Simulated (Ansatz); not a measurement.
The same ligand exchange along the group C, Si, Ge.

Isolated molecules relaxed with PBE0-D4/def2-TZVP in Ansatz; ΔE leaves out vibrations. CCSD(T)/CBS adds triple-zeta CCSD(T) − MP2 to the extrapolated MP2 energy (def2 sets, frozen cores). This one scheme is used for every species. Functionals use def2-TZVPP. For Ge outer-core shells are correlated without core-valence functions, which leaves a few kJ/mol of doubt a bond. Scalar relativity is left out up to krypton.

| reaction | CCSD(T)/CBS(def2) (kcal/mol) |
| --- | --- |
| `[CH3][AlH2]` + `[AlH2][SH]` → `[AlH2][S][AlH2]` + CH₄ | -32.0 |
| `[AlH2][SiH3]` + `[AlH2][SH]` → `[AlH2][S][AlH2]` + SiH₄ | ? |
| `[AlH2][GeH3]` + `[AlH2][SH]` → `[AlH2][S][AlH2]` + GeH₄ | -23.7 |

Problem. Fill in the missing values. (Best estimate.)

Solution. Computed: `[AlH2][SiH3]` + `[AlH2][SH]` → `[AlH2][S][AlH2]` + SiH₄: -29.7 kcal/mol.

Largest T1 diagnostic: 0.012, for `[AlH2][SiH3]`.
